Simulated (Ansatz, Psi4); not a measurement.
Here is a job for Ansatz (a program for electronic structure).
Ansatz 0.2 input:
```yaml
crystal:
  periodic: [false, false, false]
  atoms:
    - {symbol: Ge, position_ang: [0.00221417, -0.00954082, 0.99795171]}
    - {symbol: I, position_ang: [1.09983252, -1.87992098, -0.32171048]}
    - {symbol: I, position_ang: [-1.10116938, 1.88568147, -0.28082640]}
basis:
  gaussian:
    orbitals: def2-SVPD
hamiltonian:
  xc: {name: B97M-V}
total_charge: 1
magnetization: {spin_polarized: true, initial_magnetization: 1}
accuracy: high
```

Problem. Convert this to an input for Psi4.

Solution. One answer among several that fit: 
```
memory 2 GB

molecule {
1 2
  Ge    0.00221417   -0.00954082    0.99795171
  I     1.09983252   -1.87992098   -0.32171048
  I    -1.10116938    1.88568147   -0.28082640
}

set basis def2-svpd
set reference uks
set scf_type pk
set puream true
set d_convergence 1e-8
set dft_radial_points 99
set dft_spherical_points 590

energy('b97m-v')
print_variables()
```

Both were run: Ansatz gave -2671.482592 Eh and Psi4 -2671.482498 Eh, 0.093 mEh apart.
